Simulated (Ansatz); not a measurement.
Cartesian coordinates (Å):
```xyz
8

B      1.2696    -0.1895     0.1184
C     -0.0692     0.5412    -0.0517
C     -1.2276    -0.1334    -0.0879
H      2.3063     0.3984     0.1537
H      1.2694    -1.3793     0.2181
H     -0.1138     1.6236    -0.1467
H     -1.2439    -1.2144     0.0023
H     -2.1907     0.3533    -0.2064
```
Charge 0, spin multiplicity 1.

Method: frozen-core CCSD(T)/cc-pVTZ // B3LYP-D3(BJ)/def2-TZVP run with Ansatz (an electronic-structure program). The restricted HF reference is unstable towards unrestricted orbitals.

```
Property                        Value
----------------------  -------------
HF energy               -103.32720 Ha
MP2 correlation energy    -0.42669 Ha
```

Q: Estimate the CCSD correlation energy, the (T) correction, the total energy and the T1 diagnostic.

A: 
```json
{
 "CCSD correlation energy": "-0.46121 Ha",
 "(T) correction": "-0.01939 Ha",
 "CCSD(T) total energy": "-103.80780 Ha",
 "T1 diagnostic": "0.011"
}
```
